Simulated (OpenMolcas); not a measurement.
## 4s2 4p along the 31-electron sequence

| Quantity | Value |
| --- | --- |
| Program | OpenMolcas 26.06 |
| Method | SS-CASPT2, IPEA 0.25 Eh, imaginary shift 0.1 Eh |
| Basis | ANO-R2 |
| Scalar Hamiltonian | X2C, finite nucleus |
| Spin-orbit coupling | state interaction with AMFI integrals over the reference wave functions, term energies averaged over their components |

Active space for each ion: 3 electrons in 8 orbitals (4s 4p 5s 5p); closed shells correlated by CASPT2: 3d.

Computed levels in cm-1 above 2P* 1/2:

```json
{"Level": "2P* 3/2", "As2+": "2470", "Se3+": "3790", "Br4+": "5390", "Kr5+": "7310"}
{"Level": "weight of 2P* in the lowest level (%)", "As2+": "100", "Se3+": "100", "Br4+": "100", "Kr5+": "100"}
```

Measured, with the error of the calculation in %. Measured levels: As2+, Se3+, Br4+ from Moore, Atomic Energy Levels, vol. II, NSRDS-NBS 35 (1971 reprint of NBS Circular 467, 1952); Kr5+ from Saloman, J. Phys. Chem. Ref. Data 36, 215 (2007).

```json
{"Level": "2P* 3/2", "As2+": "2940 (-16.0)", "Se3+": "4376 (-13.5)", "Br4+": "6090 (-11.5)", "Kr5+": "8110 (-9.9)"}
```

The fine-structure level 2P* 3/2 changes by a factor of 2.96 from As2+ to Kr5+. Its fourth root runs 7.05, 7.85, 8.57, 9.25, with steps per unit of Z of 0.80, 0.72, 0.68; equal steps would mean a (Z - σ)^4 law with constant σ.

Over all roots computed the reference weight is 0.87 to 0.96 in As2+, 0.88 to 0.97 in Se3+, 0.89 to 0.97 in Br4+, 0.89 to 0.98 in Kr5+; the roots of lowest weight are the least certain, and an intruder state may touch them. Active for correlation alone: 5p 5s; no level in the range computed is led by a configuration that fills them, so any true level of that kind is missing. Computed and measured levels are paired by configuration, term and J; levels that our copy of the source lacks, or whose pairing is in doubt (as where it misses far off the trend of its configuration), stay unpaired and out of the deviations. Only configurations of the active space appear.

* marks odd parity.
